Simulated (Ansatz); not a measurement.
BGeH$_{8}$NSi, SMILES `N[B]([SiH3])[GeH3]`, relaxed with RKS PBE0-D4/def2-TZVP in Ansatz 0.2.0 from a PBE-D4/def2-SVP geometry. The force threshold is 0.005 eV/Å; the program also tests the step.

Total charge 0; spin multiplicity 1.

Start:

```xyz
12

N     0.745   -1.340   -0.872
B     0.145   -0.296   -0.163
Si   -0.886   -0.682    1.537
Ge    0.341    1.637   -0.897
H     1.286   -1.207   -1.731
H     0.690   -2.320   -0.580
H    -2.295   -0.145    1.465
H    -0.230   -0.026    2.728
H    -0.978   -2.164    1.833
H    -1.034    2.255   -1.286
H     1.239    1.684   -2.175
H     0.978    2.606    0.141
```

| step | energy (eV) | largest force (eV/Å) | largest move (Å) |
| --- | --- | --- | --- |
| 1 | -66681.0874 | 0.607 | 0.000 |
| 2 | -66681.1164 | 0.147 | 0.027 |
| 3 | -66681.1176 | 0.048 | 0.014 |
| 4 | -66681.1178 | 0.025 | 0.021 |
| 5 | -66681.1182 | 0.013 | 0.017 |
| 6 | -66681.1183 | 0.002 | 0.014 |
| 7 | -66681.1184 | 0.022 | 0.050 |
| 8 | -66681.1184 | 0.013 | 0.003 |
| 9 | -66681.1185 | 0.002 | 0.005 |
| 10 | -66681.1185 | 0.003 | 0.011 |
| 11 | -66681.1185 | 0.002 | 0.007 |

End:

```xyz
12

N     0.731   -1.326   -0.862
B     0.140   -0.289   -0.158
Si   -0.891   -0.686    1.530
Ge    0.354    1.635   -0.891
H     1.259   -1.194   -1.712
H     0.676   -2.291   -0.577
H    -2.308   -0.241    1.406
H    -0.304    0.034    2.696
H    -0.899   -2.145    1.853
H    -1.006    2.284   -1.213
H     1.191    1.656   -2.191
H     1.057    2.562    0.120
```

Run time 44 s (4 threads of an Arm Neoverse V1 on a shared host); peak host memory 0.57 GiB.
